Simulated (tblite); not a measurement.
Compound: C4H15N3OSi.
Numbering: `[CH3:1][Si@@:2]([NH2:3])([OH:4])[NH:5][CH2:6][CH2:7][CH2:8][NH2:9]` (hydrogens: H10, H11, H12 on C1; H13, H14 on N3; H15 on O4; H16 on N5; H17, H18 on C6; H19, H20 on C7; H21, H22 on C8; H23, H24 on N9)

The geometry is computed with GFN2-xTB (gas phase).

Q: List the bond lengths, angles and torsions at this level.

A: 
```tsv
bond	length (bohr)
C1–Si2	3.588
Si2–N3	3.271
Si2–O4	3.099
Si2–N5	3.269
N5–C6	2.729
C6–C7	2.896
C7–C8	2.885
C8–N9	2.751
C1–H10, C1–H11, C1–H12	2.050
N3–H13, N3–H14	1.901
O4–H15	1.802
N5–H16	1.904
C6–H17	2.072
C6–H18	2.064
C7–H19	2.061
C7–H20	2.062
C8–H21	2.069
C8–H22	2.086
N9–H23, N9–H24	1.917
```

Bonds in one row agree within 0.02 bohr and their mean is given. A selection of angles:
```tsv
angle	degrees
C1–Si2–N3	107.0
C1–Si2–O4	102.8
C1–Si2–N5	120.8
N3–Si2–O4	118.3
N3–Si2–N5	101.7
O4–Si2–N5	107.3
Si2–N5–C6	123.0
N5–C6–C7	114.7
C6–C7–C8	112.8
C7–C8–N9	109.7
H13–N3–Si2	118.8
H14–N3–Si2	117.7
H15–O4–Si2	119.6
H16–N5–Si2	115.7
```

Dihedral angles: C1–Si2–N5–C6 -63° (synclinal); Si2–N5–C6–C7 77° (synclinal); N5–C6–C7–C8 62° (synclinal); C6–C7–C8–N9 174° (antiperiplanar); H15–O4–Si2–C1 168° (antiperiplanar).

Of the pairs four or more bonds apart, H16···H22 is among the closest relative to their van der Waals radii: 2.26 Å, 94 % of the sum of Bondi's values. N3 (silicon-bound nitrogen) is pyramidal (angles 118.8°, 117.7° and 109.8°, sum 346.3°, 0.25 Å off the plane of its three neighbours). N9 (primary amine nitrogen) is pyramidal (angles 110.4°, 109.8° and 107.7°, sum 328.0°, 0.38 Å off the plane of its three neighbours). N5 (silicon-bound nitrogen) has angles 123.0°, 115.7° and 111.3°, sum 350.0°, 0.25 Å off the plane of its three neighbours. Si2 (oxygen-bound silicon) is distorted tetrahedral (angles from 101.7° to 120.8°).

Point group: C1 (no symmetry element, even within 0.4 Å). Its GFN2-xTB frequencies are all real (lowest 22 cm⁻¹). One conformer, not necessarily the lowest (C1–Si2–N3–H -173° and 50°, C1–Si2–O4–H 168°, C1–Si2–N5–C6 -63°, Si2–N5–C6–C7 77°, N5–C6–C7–C8 62°). 3 starts were optimised and ended at 0.00, 0.58 and 1.09 kcal/mol (GFN2-xTB); the lowest of these is shown.
